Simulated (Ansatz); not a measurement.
`[NH2][GeH2][Cl]` + `N[SiH2]S` → `N[SiH2][S][GeH2][NH2]` + HCl  (ligand exchange at a Ge–Cl bond)

Gas-phase electronic energies from Ansatz, PBE0-D4/def2-TZVP geometries. CCSD(T)/CBS adds triple-zeta CCSD(T) − MP2 to the extrapolated MP2 energy (def2 sets, frozen cores). This one scheme is used for every species. For Ge outer-core shells are correlated without core-valence functions, which leaves a few kJ/mol of doubt a bond. Scalar relativity is left out up to krypton. Each species was taken in one conformer, which may not be the lowest.

```json
{"species": "`[NH2][GeH2][Cl]`", "CCSD(T)/CBS(def2) energy (Eh)": "-2593.05183"}
{"species": "`N[SiH2]S`", "CCSD(T)/CBS(def2) energy (Eh)": "-744.61970"}
{"species": "`N[SiH2][S][GeH2][NH2]`", "CCSD(T)/CBS(def2) energy (Eh)": "-2877.28354"}
{"species": "HCl", "CCSD(T)/CBS(def2) energy (Eh)": "-460.38127"}
```

Work out ΔE.

ΔE = (-2877.28354) + (-460.38127) − (-2593.05183) − (-744.61970) = 0.00672 Eh = +0.18 eV.

Largest T1 diagnostic among the species: 0.011.

In def2-TZVPP, CCSD(T) changes the Hartree–Fock value by −0.29 eV (the triples alone add −0.05 eV) and MP2 by −0.32 eV. The D4 term adds −0.16 eV with B3LYP and −0.09 eV with PBE0; it sums over pairs of atoms, weighted by their polarisabilities, and B3LYP, whose exchange is more repulsive, gets the larger term.

B3LYP here is the variant with VWN-RPA as its local correlation; programs differ in this.
